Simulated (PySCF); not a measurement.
silene (CH4Si), SMILES C=[SiH2]. The structure is a stationary point at B3LYP-D3(BJ)/def2-TZVP.

Computed equilibrium geometry at B3LYP-D3(BJ)/def2-TZVP (PySCF confirms it by a frequency run) as bond lengths and angles, and its point group:
point group C2v.
Atoms: C1 Si2 H3 H4 H5 H6. Bonds (Å): C1–Si2 1.701, C1–H3 1.082, C1–H4 1.082, Si2–H5 1.473, Si2–H6 1.473. Bond angles (°): Si2–C1–H3 122.3, Si2–C1–H4 122.3, H3–C1–H4 115.5, C1–Si2–H5 122.6, C1–Si2–H6 122.6, H5–Si2–H6 114.7.
Charge 0, spin multiplicity 1.
